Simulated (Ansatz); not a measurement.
Reaction (cleavage of the Si–Si bond): `N[SiH]([SiH3])[SiH3]` + NH₃ → `N[SiH](N)[SiH3]` + SiH₄

Gas-phase electronic energies from Ansatz, PBE0-D4/def2-TZVP geometries. CBS: MP2 limit from def2 TZ/QZ plus the TZ coupled-cluster correction, frozen cores. This one scheme is used for every species. DFT in def2-TZVPP. B3LYP here is the variant with VWN-RPA as its local correlation; programs differ in this. Each species was taken in one conformer, which may not be the lowest.

| level | ΔE (kJ/mol) | difference from CCSD(T)/CBS |
| --- | --- | --- |
| PBE-D4 | -39.8 | 17.1 |
| PBE0-D4 | -44.4 | 12.5 |
| r2SCAN0-D4 | -55.3 | 1.6 |
| ωB97M-V | -61.9 | -5.0 |
| PBE0 | -46.8 | 10.1 |
| B3LYP | -60.8 | -3.9 |
| CAM-B3LYP | -67.2 | -10.3 |
| HF/def2-SVP | -68.8 | -11.9 |
| CCSD(T)/def2-SVP | -53.0 | 3.9 |
| CCSD/def2-TZVPP | -60.0 | -3.1 |
| CCSD(T)/CBS | -56.9 | 0 |

Task: What do rigid-rotor, harmonic-oscillator terms from PBE0-D4/def2-TZVP frequencies (298.15 K, 1 bar) make of the CCSD(T)/CBS value? (Best estimate.)

Result: Ansatz gave: ΔZPE = -5.1 kJ/mol, ΔH = -64.2 kJ/mol, ΔS = -17 J/(mol·K), ΔG = -59.2 kJ/mol.

Largest T1 diagnostic among the species: 0.013.

From BLYP to BHLYP (50 % exact exchange), in def2-TZVPP and without D4, ΔE moves by −10.4 kJ/mol. In def2-TZVPP, CCSD(T) changes the Hartree–Fock value by +18.6 kJ/mol (the triples alone add +2.5 kJ/mol) and MP2 by +12.9 kJ/mol. Leaving LDA and LC-ωPBE aside and taking each functional with its dispersion term where it has one, the values, not all of them listed here, spread over 24.4 kJ/mol, from CAM-B3LYP-D4 to PBE-D4. LDA lies −7.3 kJ/mol from PBE without D4.
